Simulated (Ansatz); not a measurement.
CH₄GeSe, SMILES `[CH2]1[GeH2][Se]1` at its PBE0-D4/def2-TZVP geometry, where that method's forces vanish. The species carries charge 0 and has multiplicity 1.

```tsv
atom	x (Å)	y (Å)	z (Å)
C1	-0.724	0.060	-0.657
Ge2	0.799	-0.151	0.501
Se3	-1.171	0.918	1.099
H4	-0.662	0.773	-1.471
H5	-1.337	-0.809	-0.870
H6	2.027	0.727	0.272
H7	1.068	-1.518	1.126
```

Q: For each bond, give half the difference of the two atoms' forces along it (eV/Å; positive pushes the atoms apart) under PBE-D4, r2SCAN-D4, B3LYP-D4, ωB97M-V in def2-TZVPP. (Estimate.)

A: Computed: 
| bond | length (Å) | PBE-D4 | r2SCAN-D4 | B3LYP-D4 | ωB97M-V |
| --- | --- | --- | --- | --- | --- |
| C1–Ge2 | 1.926 | 0.21 | 0.10 | 0.31 | 0.05 |
| C1–Se3 | 2.005 | 0.29 | 0.18 | 0.43 | 0.04 |
| C1–H4 | 1.084 | 0.06 | -0.06 | -0.16 | -0.08 |
| C1–H5 | 1.084 | 0.06 | -0.06 | -0.16 | -0.08 |
| Ge2–Se3 | 2.319 | 0.36 | 0.10 | 0.42 | 0.01 |
| Ge2–H6 | 1.527 | 0.01 | -0.06 | -0.10 | -0.08 |
| Ge2–H7 | 1.527 | 0.01 | -0.06 | -0.10 | -0.08 |

B3LYP here is the variant with VWN-RPA as its local correlation; programs differ in this.
